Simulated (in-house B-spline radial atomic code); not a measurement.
Configurations of I V (I4+), with energies counted from [Kr] 4d10 5s2 5p1. Computed with a B-spline radial code for spherical atoms: scalar-relativistic (X2C) r2SCAN0, spin-polarised, spherical fractional occupations, exact exchange averaged over the configuration, Fermi nucleus of rms radius 4.75 fm. Shells without spins written out take the highest spin.

Occupations are held fixed; configurations that lie above the ionisation limit could autoionise.

```json
{"configuration": "[Kr] 4d10 5s1 5p1 5d1", "E - E(ref) (eV)": "27.948", "highest orbital": "5d up", "its <r> (bohr)": "2.587"}
{"configuration": "[Kr] 4d10 5s1 5p1 6d1", "E - E(ref) (eV)": "42.789", "highest orbital": "6d up", "its <r> (bohr)": "4.968"}
{"configuration": "[Kr] 4d9 5s2 5p1 6d1", "E - E(ref) (eV)": "86.815", "highest orbital": "6d up", "its <r> (bohr)": "4.891"}
{"configuration": "[Ar] 3d9 4s2 4p6 4d10 5s2 5p2", "E - E(ref) (eV)": "627.11", "highest orbital": "5p up", "its <r> (bohr)": "1.95"}
{"configuration": "[Ar] 3d9 4s2 4p6 4d10 5s2 5p1 6d1", "E - E(ref) (eV)": "661.88", "highest orbital": "6d up", "its <r> (bohr)": "4.852"}
```

**Question.** Order these further configurations by energy, lowest first.
A. [Ar] 3d9 4s2 4p6 4d10 5s2 5p1 6s1
B. [Ar] 3d10 4s2 4p5 4d10 5s2 5p1 6f1
C. [Kr] 4d10 4f1 5s2
D. [Ar] 3d10 4s2 4p5 4d10 5s2 5p1 5f1
E. [Kr] 4d10 5s2 5d1

**Answer.** E (17.697 eV), C (22.392 eV), D (169.7 eV), B (176.08 eV), A (650.85 eV).
